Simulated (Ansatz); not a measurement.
Geometry optimisation, RHF/def2-SVP in Ansatz 0.2.0.

The input (input.yaml):

```yaml
crystal:
  periodic: [false, false, false]
  atoms:
    - { symbol: Al, position_ang: [0.076464, -0.657746, -0.402657] }
    - { symbol: H, position_ang: [-0.100611, 0.17855, 2.222733] }
    - { symbol: Cl, position_ang: [1.864657, 0.335772, -0.833479] }
    - { symbol: Cl, position_ang: [-1.741659, 0.095069, -1.109249] }
    - { symbol: "N", position_ang: [0.099498, -2.233124, 0.565419] }
    - { symbol: H, position_ang: [-0.699681, -2.830609, 0.655431] }
    - { symbol: H, position_ang: [0.939299, -2.72216, 0.81059] }
    - { symbol: H, position_ang: [-0.069968, -0.511852, 2.043911] }
basis:
  gaussian: { orbitals: def2-SVP }
hamiltonian:
  xc: hf
relax:
  f_tol: 0.03
  max_steps: 50
```

Command:

```bash
$ ansatz run input.yaml --threads 2 --pin off --max-ram 3072MiB --backend cpu --events-out ev --progress --plain --runs-dir out
```

Problem. Where does it end, and by what steps?

Solution. The run converged. After 5 steps the energy has fallen by 0.289 eV; H8 moved furthest, 0.61 Å.

| step | energy less start (eV) | largest force component (eV/Å) | accepted |
| --- | --- | --- | --- |
| 0 | 0.0000 | 1.826 | yes |
| 1 | -0.2128 | 1.136 | yes |
| 2 | -0.2666 | 0.564 | yes |
| 3 | -0.2857 | 0.164 | yes |
| 4 | -0.2853 | 0.226 | no |
| 5 | -0.2894 | 0.011 | yes |

```xyz
8
Properties=species:S:1:pos:R:3
Al 0.094 -0.812 -0.529
H -0.157 0.535 2.582
Cl 1.876 0.217 -0.919
Cl -1.725 0.005 -1.169
N 0.128 -2.354 0.297
H -0.679 -2.912 0.502
H 0.959 -2.814 0.617
H -0.130 -0.211 2.572
```

Time of the run: 5.8 s on 2 threads of Arm Neoverse V1, with other jobs on the host, peak memory 0.16 GiB.
